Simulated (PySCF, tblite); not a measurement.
Parent: `[CH3:1][PH:2][CH2:3][CH:4]([CH3:5])[CH3:6]` with C1–P2–C3–C4 177°, P2–C3–C4–C5 63°, C5H13P.

The geometries are computed with GFN2-xTB (gas phase). One conformer each, not checked by frequencies here.

```csv
coordinate of the parent,value
C1–P2,1.853 Å
P2–C3,1.864 Å
C3–C4,1.528 Å
C4–C5,1.525 Å
C4–C6,1.527 Å
C1–P2–C3,97.2°
P2–C3–C4,113.4°
C3–C4–C5,111.0°
C3–C4–C6,109.9°
C5–C4–C6,110.5°
```

Question: In one relative the bonds that all share with the parent change as follows (parent's numbers): C1–P2 -0.003, P2–C3 +0.014, C3–C4 -0.043, C4–C6 -0.204 Å. Which is it?
A. `[CH2:1]=[CH:2][CH2:3][PH:4][CH3:5]` with C1–C2–C3–P4 -104°, C2–C3–P4–C5 58°
B. `[CH3:1][CH:2]([CH3:3])[CH2:4][PH:5][CH2:6][CH2:7][C:8]#[N:9]` with C1–C2–C4–P5 -65°, C2–C4–P5–C6 -169°, C4–P5–C6–C7 168°, P5–C6–C7–C8 178°
C. `[CH3:1][CH2:2][CH2:3][CH2:4][PH:5][CH3:6]` with C1–C2–C3–C4 180°, C2–C3–C4–P5 -178°, C3–C4–P5–C6 -170°
D. `[CH3:1][CH:2]([CH3:3])[CH2:4][PH:5][CH2:6][PH2:7]` with C1–C2–C4–P5 176°, C2–C4–P5–C6 -176°, C4–P5–C6–P7 -169°, P5–C6–P7–H 49° and -43°

Answer: A. The changes in all of them (Å):

```tsv
SMILES	C1–P2	P2–C3	C3–C4	C4–C6
CC(C)CPCCC#N	+0.015	-0.004	+0.002	0.000
CC(C)CPCP	+0.010	-0.002	+0.002	+0.001
C=CCPC	-0.003	+0.014	-0.043	-0.204
CCCCPC	-0.001	-0.002	-0.003	0.000
```

Atoms are paired thus: CC(C)CPCCC#N: C1 = C6, P2 = P5, C3 = C4, C4 = C2, C5 = C1, C6 = C3; CC(C)CPCP: C1 = C6, P2 = P5, C3 = C4, C4 = C2, C5 = C3, C6 = C1; C=CCPC: C1 = C5, P2 = P4, C3 = C3, C4 = C2, C6 = C1; CCCCPC: C1 = C6, P2 = P5, C3 = C4, C4 = C3, C6 = C2.
